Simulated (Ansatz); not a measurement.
Series BiX3: CAM-B3LYP-D4/def2-TZVP single points in Ansatz on relaxed structures, gas phase. Core potentials for Bi, I, no spin–orbit coupling. Binding counts from free atoms in the multiplicity of their measured ground term, without zero-point energy. The structures are stationary points that may keep the symmetry of their start.

```json
{"species": "BiI3", "atoms": "4", "state": "singlet", "geometry": "PBE-D4/def2-SVP", "HOMO (eV)": "-8.73", "LUMO (eV)": "-2.42", "gap (eV)": "6.31", "binding per atom (eV)": "1.68", "point group (within 0.1 Å)": "C3v"}
{"species": "BiF3", "atoms": "4", "state": "singlet", "geometry": "PBE-D4/def2-TZVP", "HOMO (eV)": "-11.53", "LUMO (eV)": "-1.00", "gap (eV)": "10.53", "binding per atom (eV)": "3.28", "point group (within 0.1 Å)": "C3v"}
{"species": "BiH3", "atoms": "4", "state": "singlet", "geometry": "PBE-D4/def2-TZVP", "HOMO (eV)": "-8.99", "LUMO (eV)": "0.70", "gap (eV)": "9.69", "binding per atom (eV)": "2.00", "point group (within 0.1 Å)": "–"}
```

Task: Estimate the rows for BiMe3 (C3H9Bi) (singlet, PBE0-D4/def2-SVP geometry).

Result: 
```
       species  atoms    state          geometry  HOMO (eV)  LUMO (eV)  gap (eV)  binding per atom (eV)  point group (within 0.1 Å)
BiMe3 (C3H9Bi)     13  singlet  PBE0-D4/def2-SVP      -7.82       0.91      8.73                   3.60                           –
```

The gap (eV) runs from 6.31 (BiI3) to 10.53 (BiF3).
